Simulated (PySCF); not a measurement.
PySCF 2.14 output of an unrestricted LC-wPBE calculation on a single atom or ion in def2-TZVPPD with the def2 core potential (28 electrons) (6s4p3d2f1g, 56 functions), with scalar relativity through the core potential:

```
SCF conv_tol = 1e-09
number electrons alpha = 7  beta = 4
    O. A. Vydrov and G. E. Scuseria.,  J. Chem. Phys. 125, 234109 (2006)
cycle= 1 E= -46.5072973622319  delta_E= -0.00536  |g|= 0.0195  |ddm|= 0.254
cycle= 2 E= -46.5087827414475  delta_E= -0.00149  |g|= 0.0138  |ddm|= 0.0823
cycle= 3 E= -46.5104346367774  delta_E= -0.00165  |g|= 0.0151  |ddm|= 0.0918
cycle= 4 E= -46.5088280977316  delta_E= 0.00161  |g|= 0.0134  |ddm|= 0.0949
cycle= 5 E= -46.504096903021  delta_E= 0.00473  |g|= 0.0199  |ddm|= 0.497
cycle= 6 E= -46.5040904814588  delta_E= 6.42e-06  |g|= 0.0203  |ddm|= 0.00294
cycle= 7 E= -46.5043032244903  delta_E= -0.000213  |g|= 0.00342  |ddm|= 0.0953
cycle= 8 E= -46.504311174485  delta_E= -7.95e-06  |g|= 0.00011  |ddm|= 0.0216
cycle= 9 E= -46.5043111856651  delta_E= -1.12e-08  |g|= 4.76e-05  |ddm|= 0.000646
cycle= 10 E= -46.5043111872218  delta_E= -1.56e-09  |g|= 1.89e-06  |ddm|= 0.000234
cycle= 11 E= -46.5043111872088  delta_E= 1.3e-11  |g|= 2.21e-06  |ddm|= 2.81e-05
converged SCF energy = -46.5043111872088  <S^2> = 3.7512681  2S+1 = 4.000634
```

The run itself started from symmetry-adapted Hartree-Fock orbitals and held the occupation by maximum overlap, on a logarithmic radial grid, so the iterations belong to that start.

Which element, charge and spin multiplicity is this?

Zr⁺ (zirconium, charge +1), multiplicity 4; the state was [Kr] 4d1 5s1 5p1, one real determinant (an excited configuration).

⟨L²⟩ = 8.40 against 12 for a pure F term, so this real determinant mixes terms. Energies and moments cover only the electrons outside the core potential.
